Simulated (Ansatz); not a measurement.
BFO, charge +1, doublet, at a GFN2-xTB geometry (a state made from the parent by changing its charge; the spin is typed, not shown lowest); SVWN5/cc-pVTZ run with Ansatz (a quantum-chemistry and plane-wave program).

Ansatz was given this input:
Ansatz 0.2 input:
```yaml
crystal:
  periodic: [false, false, false]
  atoms:
    - {symbol: F, position_ang: [-0.00000000, -0.00000000, -1.18647100]}
    - {symbol: B, position_ang: [0.00000000, 0.00000000, 0.07261760]}
    - {symbol: O, position_ang: [0.00000000, 0.00000000, 1.28939388]}
basis:
  gaussian:
    orbitals: cc-pVTZ
    point_charges:
      - {charge: 0.5, position_ang: [3.5953, -2.1906, -0.4844]}
hamiltonian:
  xc: {name: SVWN5}
total_charge: 1
magnetization: {spin_polarized: true, initial_magnetization: 1}
```

What the program printed (banner, timings and long lists left out):

```
Functional definition: SVWN5
525 factors; their error is unknown
mean field evaluation 1: about -5379.3760 eV, gradient 6.4e1 eV
mean field evaluation 2: about -5331.7415 eV, gradient 1.3e2 eV
mean field evaluation 4: about -5387.4325 eV, gradient 2.8e1 eV
mean field evaluation 8: about -5390.1725 eV, gradient 1.4e-1 eV
mean field evaluation 16: about -5390.1522 eV, gradient 1.0e-2 eV
mean field evaluation 32: about -5390.1522 eV, gradient 2.0e-5 eV
mean field evaluation 64: about -5390.1423 eV, gradient 3.1e-2 eV
mean field -5390.15221918 eV, -198.0844404786 hartree, gradient 8.2e-6 eV, S^2 0.752307; 4 other end points of the search recorded, 0 dependent functions left out
reference -5390.15224058 eV, -198.0844412650 hartree; 11, 10 occupied and 79, 80 virtual orbitals, 525 factors
Total energy: -5390.15224058 eV, -198.0844412650 hartree
```
